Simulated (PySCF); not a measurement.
Work out the structure from these simulated measurements.

Elements present: C, F, H, N and Si. Monoisotopic mass: 115.0254 u.

| Quantity | Value |
| --- | --- |
| UV, strongest line | among the 8 lowest singlet transitions: S7 at 7.14 eV (174 nm, f = 0.196) [TDDFT wB97X-D/def2-SVPD] |
| NMR, other nuclei | isotropic shieldings of nuclei other than C and H, by class: 258 (1 N), 280 (1 F), 406 (1 Si) ppm [GIAO PBE0/pcSseg-1] |
| UV, first state | lowest singlet excitation: 6.09 eV (203 nm, f = 0.000) [TDDFT wB97X-D/def2-SVPD] |
| 13C NMR | chemical shifts (computed TMS as zero) by class: 180.3 (1 C), 114.7 (1 C), 101.4 (1 C), 89.4 (1 C) ppm [GIAO PBE0/pcSseg-1] |
| Dipole | 1.36 D [wB97X-D/def2-SVPD] |
| Rotational structure | rotational constants A, B, C: 3.110, 1.600, 1.138 GHz [GFN2-xTB] |
| Polarisability | 78.5 au [wB97X-D/def2-SVPD] |

Gas-phase values; electronic properties from PySCF, density fitting. Levels stand in brackets. One conformer (not necessarily the lowest) at the GFN2-xTB geometry, without solvent, vibrations or thermal averaging. Each NMR value is the plain mean over a class of atoms that symmetry, rotation or inversion makes alike.

Q: Which formula fits the mass and the elements?

A: C4H6FNSi (calculated 115.0254). No other formula that holds each of these elements comes within 0.0003 u with a fitting electron parity and a possible valence count.

Q: Propose a structure and show how it fits.

A: Numbering: `[CH:1]#[C:2][Si@@H:3]([NH2:4])[C:5](=[CH2:6])[F:7]`. Its formula, C4H6FNSi, gives 3 degrees of unsaturation: 0 rings and 3 π bonds in the structure found. 4 carbons fall into 4 classes; from least to most shielded: vinylic C–F carbon [C5] (180.3 ppm), terminal =CH2 carbon [C6] (114.7 ppm), terminal alkyne carbon [C1] (101.4 ppm), alkyne carbon [C2] (89.4 ppm). The other shieldings belong to: 258 ppm, silicon-bound nitrogen [N4]; 280 ppm, vinyl fluorine [F7]; 406 ppm, SiH silicon [Si3]. The optimised geometry has point group C1 and is an asymmetric top. Structure: `C#C[Si@@H](N)C(=C)F`. Computed isomers that give other values at the same levels: `Fc1cccn1[SiH3]` (13C chemical shifts (computed TMS as zero) by class: 160.8 (1 C), 117.7 (1 C), 115.0 (1 C), 94.2 (1 C) ppm); `N#C[Si@@H]1C[C@H]1CF` (13C chemical shifts (computed TMS as zero) by class: 123.7 (1 C), 86.7 (1 C), 19.8 (1 C), 4.8 (1 C) ppm); `N#C[Si@@H]1C[C@@H]1CF` (13C chemical shifts (computed TMS as zero) by class: 122.2 (1 C), 87.6 (1 C), 17.9 (1 C), 1.9 (1 C) ppm). The assignments are read from this structure; whether some other isomer fits the data as well wasn't checked. The mirror image fits equally.

Shape of the structure used: `[CH:1]#[C:2][Si@@H:3]([NH2:4])[C:5](=[CH2:6])[F:7]`: C2–Si3–C5–C6 23°, H–N4–Si3–C2 -64°, H–N4–Si3–C2 152°.
